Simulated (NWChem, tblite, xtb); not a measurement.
# SnSiH3F3 (SMILES [F][Sn]([F])([F])[SiH3]): methods side by side

SnSiH3F3: 8 atoms, total charge 0, spin state singlet. As SMILES, `[F][Sn]([F])([F])[SiH3]`. The coordinates come from a PBE0-D4/def2-TZVP relaxation.

```csv
atom,x (Å),y (Å),z (Å)
F,0.1653,-2.1938,1.3883
Sn,0.7945,-0.7748,0.2880
F,2.2677,-0.0762,1.2692
F,1.6225,-1.6796,-1.1668
Si,-0.9732,0.9541,-0.3770
H,-1.4791,1.5421,0.8829
H,-0.2822,1.9510,-1.2242
H,-2.0236,0.2201,-1.1163
```

Each level gives the dipole moment (D). The values are calculated.

| level | kind | program | value (D) | CPU time |
| --- | --- | --- | --- | --- |
| IPEA1-xTB | semi-empirical | tblite | 8.98 | under 2 s |
| GFN2-xTB | semi-empirical | xtb | 9.24 | under 2 s |
| GFN1-xTB | semi-empirical | tblite | 9.88 | under 2 s |
| GFN0-xTB | semi-empirical | xtb | 8.25 | under 2 s |
| HF/3-21G | Hartree–Fock | NWChem | 5.10 | 7.6 s |
| HF/def2-SVP (core potential) | Hartree–Fock | NWChem | 5.91 | 14 s |
| PBE/def2-SVPD (core potential) | GGA | NWChem | 5.49 | 47 s |
| TPSS/3-21G | meta-GGA | NWChem | 3.90 | 17 s |
| wB97X/STO-3G | range-separated hybrid | NWChem | 2.13 | 18 s |

All-electron rows without a relativistic Hamiltonian named are non-relativistic, while core potentials hold scalar relativity, so basis and relativity change together. The values span 2.13 to 9.88 D. Magnitudes only. Sets without polarisation functions give poor dipoles. Times are those of the runs behind each value, whatever else they computed, on shared processors of several kinds: orders of magnitude only.
